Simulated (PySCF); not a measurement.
How methods differ on the ionisation energy of Re+

Re+ [Xe] 4f14 5d5 6s1 (7S) → Re(2+) [Xe] 4f14 5d5 (6S), as a difference of total energies. Calculation: PySCF 2.14, in ANO-RCC-VTZP (8s7p5d3f2g1h, 104 functions); the spin-free X2C one-electron Hamiltonian (Gaussian nucleus). The calculations carry no spin-orbit coupling.

| method | ionisation energy (eV) |
| --- | --- |
| UHF | 15.756 |
| PBEsol | 17.284 |
| MN15 | 16.892 |
| B3LYP | 16.982 |

For comparison: 16.6 ± 0.5 eV (semi-empirical (NIST evaluation); NIST Atomic Spectra Database, ionization energies).
